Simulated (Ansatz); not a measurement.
The cluster AlGaAs2 (the lowest singlet isomer of a short search). Total charge 0; singlet. Geometry r2SCAN-D4/def2-SVP, basis def2-TZVP, Ansatz.

```xyz
4

Al   -2.192    0.412    0.794
Ga    2.210   -0.425   -0.798
As   -0.424   -0.177   -1.049
As    0.406    0.191    1.053
```

| run | HOMO (eV) | LUMO (eV) |
| --- | --- | --- |
| A | -5.59 | -3.19 |
| B | -5.01 | -4.00 |
| C | -4.83 | -3.91 |
| D | -5.42 | -3.28 |
| E | -7.70 | -1.18 |

LC-ωPBE has ω = 0.4 bohr⁻¹. B3LYP takes the VWN-RPA correlation. The structure comes from a short search, and lower isomers may exist.

**Question.** The runs used B3LYP, LC-ωPBE, PBE, PBE0, r2SCAN. Estimate which is which.

**Answer.** A PBE0 (25 % exact exchange); B r2SCAN (0 % exact exchange); C PBE (0 % exact exchange); D B3LYP (20 % exact exchange); E LC-ωPBE (range-separated). Exact exchange lowers occupied and raises empty levels; among semilocal functionals meta-GGAs tend to open the gap a little, and such runs are hard to tell apart. The gap grows from 0.92 eV (PBE) to 6.53 eV (LC-ωPBE).
